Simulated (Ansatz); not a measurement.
Job for Ansatz (an electronic-structure program): R-B3LYP-D3(BJ)/def2-TZVP on SiCl4 (SMILES Cl[Si](Cl)(Cl)Cl).

Ansatz 0.2 input:
```yaml
crystal:
  periodic: [false, false, false]
  atoms:
    - {symbol: Si, position_ang: [0.00000000, 0.00000000, -0.00000000]}
    - {symbol: Cl, position_ang: [-0.94430000, -1.04260000, 1.46210000]}
    - {symbol: Cl, position_ang: [0.63690000, -1.27980000, -1.43980000]}
    - {symbol: Cl, position_ang: [-1.28570000, 1.34410000, -0.81040000]}
    - {symbol: Cl, position_ang: [1.59320000, 0.97830000, 0.78820000]}
basis:
  gaussian:
    orbitals: def2-TZVP
hamiltonian:
  xc: b3lyp
  dispersion: d3bj
relax: {f_tol: 0.004, max_steps: 120}
scf: {lower_state_search: off}
```

Problem. What total energy does the run end on?

Solution. -2130.6583 hartree.

Problem. How many basis functions does it have, and what does it roughly cost on one machine?

Solution. 185 functions; around 30 core-seconds (rough).
